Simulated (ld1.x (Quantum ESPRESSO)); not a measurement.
**Building the PAW potential for zirconium (Zr) (LDA (PZ), scalar-relativistic).**

ld1.x (Quantum ESPRESSO) 7.5 was run on this input:

```
&input
   title='Zr', zed=40., rel=1, dft='PZ', iswitch=3,
   config='[Kr] 4d2 5s1.75 5p0.25',
   nld=3, rlderiv=2.90, eminld=-6.0, emaxld=5.0, deld=0.02
 /
 &inputp
   pseudotype=3, lpaw=.true., tm=.true., lloc=-1, rcloc=2.20,
   nlcc=.false.,
   which_augfun='PSQ', rmatch_augfun_nc=.true.,
   file_pseudopw='Zr.UPF', file_wfcaegen='ae.wfc', file_wfcncgen='nc.wfc', file_beta='beta', file_chi='chi', file_wfcusgen='us.wfc'
 /
6
4S  1  0   2.00   0.00  1.90  2.40  0.0
5S  2  0   1.75   0.00  1.90  2.40  0.0
4P  2  1   6.00   0.00  1.80  2.10  0.0
5P  3  1   0.25   0.00  1.80  2.10  0.0
4D  3  2   2.00   0.00  2.40  2.65  0.0
4D  3  2   0.00   0.80  2.40  2.65  0.0
 &test
   configts(1)='4s2 4p6 4d2 5s1.75 5p0.25'
 /
```

Command:

```bash
ld1.x < Zr.in > Zr.out
```

Output (shortened: banner, matrices, multipoles, cross overlaps and the repeated all-electron block are left out):

```
Program LD1 v.7.5
     --------------------------- All-electron run ----------------------------

     Zr
     scalar relativistic calculation

     atomic number is 40.00
     dft =PZ   lsd =0 sic =0 latt =0  beta=0.20 tr2=1.0E-14
     Exchange-correlation= PZ
                           (   1   1   0   0   0   0   0)
     mesh =1225 r(mesh) = 100.59681 a.u. xmin = -7.00 dx = 0.01250
     1 Ry =  13.60569312 eV, c = 137.03599908

     n l     nl                  e(Ry)          e(Ha)          e(eV)
     1 0     1S 1( 2.00)     -1308.2359      -654.1180    -17799.4567
     2 0     2S 1( 2.00)      -181.3303       -90.6651     -2467.1240
     2 1     2P 1( 6.00)      -161.8351       -80.9175     -2201.8787
     3 0     3S 1( 2.00)       -29.6905       -14.8452      -403.9593
     3 1     3P 1( 6.00)       -23.3403       -11.6702      -317.5613
     4 0     4S 1( 2.00)        -4.0301        -2.0151       -54.8324
     4 1     4P 1( 6.00)        -2.4122        -1.2061       -32.8191
     3 2     3D 1(10.00)       -12.8819        -6.4410      -175.2674
     4 2     4D 1( 2.00)        -0.2950        -0.1475        -4.0136
     5 0     5S 1( 1.75)        -0.3523        -0.1761        -4.7929
     5 1     5P 1( 0.25)        -0.1261        -0.0630        -1.7153

     final scf error:  9.8E-15 reached in  38 iterations

     Etot =   -7189.136461 Ry,   -3594.568230 Ha,  -97813.184507 eV

     Ekin =    7389.781954 Ry,    3694.890977 Ha,  100543.105512 eV
     Encl =  -17317.639595 Ry,   -8658.819798 Ha, -235618.489946 eV
     Eh   =    2958.513085 Ry,    1479.256543 Ha,   40252.621140 eV
     Exc  =    -219.791905 Ry,    -109.895953 Ha,   -2990.421212 eV

     normalization and overlap integrals

     s(1S/1S) =  1.000000  <r> =   0.0371  <r2> =    0.0019  r(max) =   0.0241
     s(2S/2S) =  1.000000  <r> =   0.1628  <r2> =    0.0312  r(max) =   0.1368
     s(2P/2P) =  1.000000  <r> =   0.1418  <r2> =    0.0246  r(max) =   0.1093
     s(3S/3S) =  1.000000  <r> =   0.4594  <r2> =    0.2420  r(max) =   0.4111
     s(3P/3P) =  1.000000  <r> =   0.4628  <r2> =    0.2497  r(max) =   0.4010
     s(4S/4S) =  1.000000  <r> =   1.2116  <r2> =    1.6671  r(max) =   1.0764
     s(4P/4P) =  1.000000  <r> =   1.3686  <r2> =    2.1539  r(max) =   1.1748
     s(3D/3D) =  1.000000  <r> =   0.4528  <r2> =    0.2481  r(max) =   0.3451
     s(4D/4D) =  1.000000  <r> =   2.2791  <r2> =    6.4883  r(max) =   1.6058
     s(5S/5S) =  1.000000  <r> =   3.6763  <r2> =   15.4403  r(max) =   3.1147
     s(5P/5P) =  1.000000  <r> =   5.0461  <r2> =   29.5444  r(max) =   4.1005

     ------------------------ End of All-electron run ------------------------

     --------------------- Generating PAW atomic setup --------------------

      Generating local potential from pseudized AE potential:
      Matching radius rcloc =   2.2000

      Local pseudo, rcloc= 2.195 Estimated cut-off energy=     5.14 Ry

      Computing core charge for PAW:

       r > 0.80 : true rho core
       r < 0.80 : rho core = a sin(br)/r    a=  20.71  b=   3.40

      Integrated core pseudo-charge :   6.20
      Wfc-us  4S rcutus= 2.426  Estimated cut-off energy=     9.80 Ry
      Wfc-us  5S rcutus= 2.426  Estimated cut-off energy=    20.13 Ry
      Wfc-us  4P rcutus= 2.088  Estimated cut-off energy=    19.35 Ry
      Wfc-us  5P rcutus= 2.088  Estimated cut-off energy=    35.50 Ry
      Wfc-us  4D rcutus= 2.681  Estimated cut-off energy=    16.08 Ry
      Wfc-us  4D rcutus= 2.681  Estimated cut-off energy=    27.85 Ry

     Required augmentation: PSQ   radius:    2.650000

     Q pseudized with Bessel functions
     Expected ecutrho=     125.7006 due to l1=  1   l2=  2

     Estimated PAW energy = -298.628911 Ryd

     ------------------- End of pseudopotential generation -------------------

     Computing logarithmic derivative in   2.90778
     Computing logarithmic derivative in   2.90778
     Computing the partial wave expansion
     R is outside the sphere for l=    0 j= 0.00
     R is outside the sphere for l=    0 j= 0.00
     R is outside the sphere for l=    1 j= 0.00
     R is outside the sphere for l=    1 j= 0.00
     R is outside the sphere for l=    2 j= 0.00
     R is outside the sphere for l=    2 j= 0.00

     ---------------------- Testing the pseudopotential ----------------------

     Zr
     scalar relativistic calculation

     atomic number is 40.00   valence charge is 12.00
     dft = SLA  PZ   NOGX NOGC   lsd =0 sic =0 latt =0  beta=0.20 tr2=1.0E-14
     mesh =1225 r(mesh) = 100.59681 xmin = -7.00 dx = 0.01250

     n l     nl             e AE (Ry)        e PS (Ry)    De AE-PS (Ry)
     1 0     4S   1( 2.00)       -4.03011       -4.03008       -0.00003
     2 1     4P   1( 6.00)       -2.41216       -2.41213       -0.00002
     3 2     4D   1( 2.00)       -0.29500       -0.29498       -0.00001
     2 0     5S   1( 1.75)       -0.35227       -0.35227       -0.00000
     3 1     5P   1( 0.25)       -0.12607       -0.12607       -0.00000

     eps = 6.5E-15  iter =  5

     Etot =   -7189.136461 Ry,   -3594.568230 Ha,  -97813.184507 eV
     Etotps =  -298.628911 Ry,    -149.314455 Ha,   -4063.053318 eV

     Ekin =     138.384781 Ry,      69.192391 Ha,    1882.820866 eV
     Encl =    -290.930461 Ry,    -145.465231 Ha,   -3958.310578 eV
     Ehrt =      73.708749 Ry,      36.854375 Ha,    1002.858620 eV
     Ecxc =    -219.791980 Ry,    -109.895990 Ha,   -2990.422226 eV

     ---------------------- End of pseudopotential test ----------------------
```

The ghost test of this file was not conclusive. Its overlap operator is not positive definite in a basis up to 400 Ry (lowest eigenvalue s -0.01), so the file is unfit for use: the generalised eigenproblem breaks down once the basis is large enough, and its test numbers describe a broken file.

Generation and configuration tests took about 1.5 s on one core of a shared server CPU.

Transferability test of the new file with ld1.x, input:

```
&input
   title='Zr', zed=40., rel=1, dft='PZ', iswitch=2,
   config='[Kr] 4d2 5s1.75 5p0.25'
 /
 &test
   file_pseudo='Zr.UPF', nconf=10,
   configts(1)='4s2 4p6 4d2 5s1.75 5p0.25',
   configts(2)='4s2 4p6 4d2 5s2 5p0',
   configts(3)='4s2 4p6 4d2 5s1 5p0',
   configts(4)='4s2 4p6 4d2 5s0 5p0',
   configts(5)='4s2 4p6 4d2 5s1 5p1',
   configts(6)='4s2 4p5 4d2 5s2 5p0',
   configts(7)='4s2 4p6 4d1 5s0 5p0',
   configts(8)='4s2 4p6 4d3 5s0 5p0',
   configts(9)='4s2 4p6 4d2 5s1.75 5p0.25', lsdts(9)=1,
   configts(10)='4s2 4p6 4d2 5s2 5p0', lsdts(10)=1
 /
```

```bash
ld1.x < Zr.test.in > Zr.test.out
```

Pseudopotential blocks of its output, shortened (energy terms left out):

```
     ---------------------- Testing the pseudopotential ----------------------

     n l     nl             e AE (Ry)        e PS (Ry)    De AE-PS (Ry)
     1 0     4S   1( 2.00)       -4.03011       -4.03008       -0.00003
     2 1     4P   1( 6.00)       -2.41216       -2.41213       -0.00002
     3 2     4D   1( 2.00)       -0.29500       -0.29498       -0.00001
     2 0     5S   1( 1.75)       -0.35227       -0.35227       -0.00000
     3 1     5P   1( 0.25)       -0.12607       -0.12607       -0.00000

     eps = 6.5E-15  iter =  5

     Etot =   -7189.136461 Ry,   -3594.568230 Ha,  -97813.184506 eV
     Etotps =  -298.628911 Ry,    -149.314455 Ha,   -4063.053318 eV

     ---------------------- End of pseudopotential test ----------------------

          ---------------------- Testing the pseudopotential ----------------------

     n l     nl             e AE (Ry)        e PS (Ry)    De AE-PS (Ry)
     1 0     4S   1( 2.00)       -4.00656       -4.00654       -0.00001
     2 1     4P   1( 6.00)       -2.38873       -2.38871       -0.00002
     3 2     4D   1( 2.00)       -0.27465       -0.27463       -0.00002
     2 0     5S   1( 2.00)       -0.33776       -0.33775       -0.00000
     3 1     5P   1( 0.00)       -0.11395       -0.11395       -0.00001

     eps = 3.0E-15  iter =  9

     Etot =   -7189.192687 Ry,   -3594.596343 Ha,  -97813.949498 eV
     Etotps =  -298.685146 Ry,    -149.342573 Ha,   -4063.818442 eV
     dEtot_ae =      -0.056226 Ry
     dEtot_ps =      -0.056236 Ry,   Delta E=       0.000010 Ry

     ---------------------- End of pseudopotential test ----------------------

          ---------------------- Testing the pseudopotential ----------------------

     n l     nl             e AE (Ry)        e PS (Ry)    De AE-PS (Ry)
     1 0     4S   1( 2.00)       -4.50318       -4.50318        0.00001
     2 1     4P   1( 6.00)       -2.88496       -2.88495       -0.00001
     3 2     4D   1( 2.00)       -0.74879       -0.74879        0.00000
     2 0     5S   1( 1.00)       -0.75141       -0.75140       -0.00001
     3 1     5P   1( 0.00)       -0.47326       -0.47327        0.00001

     eps = 6.0E-15  iter =  8

     Etot =   -7188.652329 Ry,   -3594.326165 Ha,  -97806.597558 eV
     Etotps =  -298.144717 Ry,    -149.072358 Ha,   -4056.465520 eV
     dEtot_ae =       0.484132 Ry
     dEtot_ps =       0.484194 Ry,   Delta E=      -0.000062 Ry

     ---------------------- End of pseudopotential test ----------------------

          ---------------------- Testing the pseudopotential ----------------------

     n l     nl             e AE (Ry)        e PS (Ry)    De AE-PS (Ry)
     1 0     4S   1( 2.00)       -5.07909       -5.07891       -0.00017
     2 1     4P   1( 6.00)       -3.45843       -3.45824       -0.00018
     3 2     4D   1( 2.00)       -1.28719       -1.28712       -0.00007
     2 0     5S   1( 0.00)       -1.19612       -1.19598       -0.00014
     3 1     5P   1( 0.00)       -0.86332       -0.86340        0.00009

     eps = 1.9E-16  iter =  9

     Etot =   -7187.679100 Ry,   -3593.839550 Ha,  -97793.356098 eV
     Etotps =  -297.171419 Ry,    -148.585709 Ha,   -4043.223129 eV
     dEtot_ae =       1.457361 Ry
     dEtot_ps =       1.457492 Ry,   Delta E=      -0.000131 Ry

     ---------------------- End of pseudopotential test ----------------------

          ---------------------- Testing the pseudopotential ----------------------

     n l     nl             e AE (Ry)        e PS (Ry)    De AE-PS (Ry)
     1 0     4S   1( 2.00)       -4.09774       -4.09758       -0.00016
     2 1     4P   1( 6.00)       -2.47932       -2.47921       -0.00010
     3 2     4D   1( 2.00)       -0.35291       -0.35287       -0.00004
     2 0     5S   1( 1.00)       -0.39239       -0.39237       -0.00002
     3 1     5P   1( 1.00)       -0.15736       -0.15736       -0.00000

     eps = 1.4E-15  iter =  9

     Etot =   -7188.963567 Ry,   -3594.481784 Ha,  -97810.832169 eV
     Etotps =  -298.456008 Ry,    -149.228004 Ha,   -4060.700853 eV
     dEtot_ae =       0.172894 Ry
     dEtot_ps =       0.172903 Ry,   Delta E=      -0.000009 Ry

     ---------------------- End of pseudopotential test ----------------------
```

The test run then stopped with an error in new_paw_hamiltonian: “negative rho”.
